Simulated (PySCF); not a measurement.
Computed with B3LYP-D3(BJ)/def2-TZVP // PBE0-D4/def2-TZVP run with PySCF. Isolated molecules, 0 K electronic values unless said otherwise. B3LYP has the VWN-RPA correlation part, as in Gaussian. 

Reference species (SMILES): `[Cl][Ga][Cl]` (neutral, multiplicity 2).

dipole moment: 1.74 D

Changed species: `[CH3][Ga][Cl]` (radical fragment; the reference has radical fragment).

Q: What does the change do to the dipole moment?

A: the dipole moment rises by 0.87 D, to 2.61 D.
